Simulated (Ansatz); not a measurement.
## Four-centre ligand exchange

Start structure (SiH$_{6}$O$_{4}$, singlet), relaxed at PBE0-D4/def2-TZVP:

Si1  (-0.605, -0.121, 0.222)
O2  (0.615, 0.284, 1.229)
O3  (-0.251, -1.255, -0.894)
O4  (-1.785, -0.747, 1.157)
O5  (-0.991, 1.235, -0.596)
H6  (2.522, 0.540, -0.688)
H7  (2.867, 0.561, -1.351)
H8  (0.772, -0.304, 1.969)
H9  (0.250, -0.963, -1.657)
H10  (-2.442, -1.288, 0.717)
H11  (-0.954, 2.058, -0.108)
(Å)

The step: SiH₄O₄ ([OH][Si]([OH])([OH])[OH]) + H₂ → SiH₄O₃ ([OH][SiH]([OH])[OH]) + H₂O; bonds formed: Si1–H7, O2–H6; bonds broken: Si1–O2, H6–H7. Computed with Ansatz 0.2.0 (basis: def2-TZVPP and def2-QZVPP); correlated methods freeze the cores. Extrapolation: Hartree–Fock as exp(−7.88 √X), correlation as X^−2.97. Energies below are by CCSD(T) at an estimated basis limit (MP2 extrapolated from triple and quadruple zeta, plus CCSD(T) − MP2 in triple zeta).

(1) What are the electronic barrier and the energy of the step, from the start structure to the end structure? (To be estimated.)

No T1 diagnostic of these runs exceeds 0.012.

## Answers

(1) By the calculation: Barrier 57.64 kcal/mol; step energy 15.51 kcal/mol (uphill); reverse barrier, their difference, 42.13 kcal/mol. Barrier and step energy count from the start structure, the reverse barrier from the end structure.

The saddle point: One imaginary mode of 1030i cm⁻¹.
```json
{"pair": "Si1–H7", "start (Å)": "3.87", "saddle (Å)": "1.81", "end (Å)": "1.47"}
{"pair": "O2–H6", "start (Å)": "2.72", "saddle (Å)": "1.09", "end (Å)": "0.96"}
{"pair": "Si1–O2", "start (Å)": "1.63", "saddle (Å)": "1.82", "end (Å)": "3.45"}
{"pair": "H6–H7", "start (Å)": "0.75", "saddle (Å)": "1.20", "end (Å)": "4.91"}
```

Zero-point energy (harmonic, PBE0-D4): ZPE is 43.91 kcal/mol at the start and 46.24 kcal/mol at the saddle, so the barrier goes from 57.64 to 59.97 kcal/mol.

Labels in which every atom is bracketed show which atoms are joined, not bond orders.

For scale, one of the runs: CCSD(T)/def2-TZVPP, 250 basis functions, launched by `ansatz run in.yaml --threads 8 --pin off --events-out ev --progress --plain --max-ram 19148MiB`. Hardware: 8 CPU threads of an Arm Neoverse V1, shared host. Wall time 100 s; peak host memory 5.7 GiB.
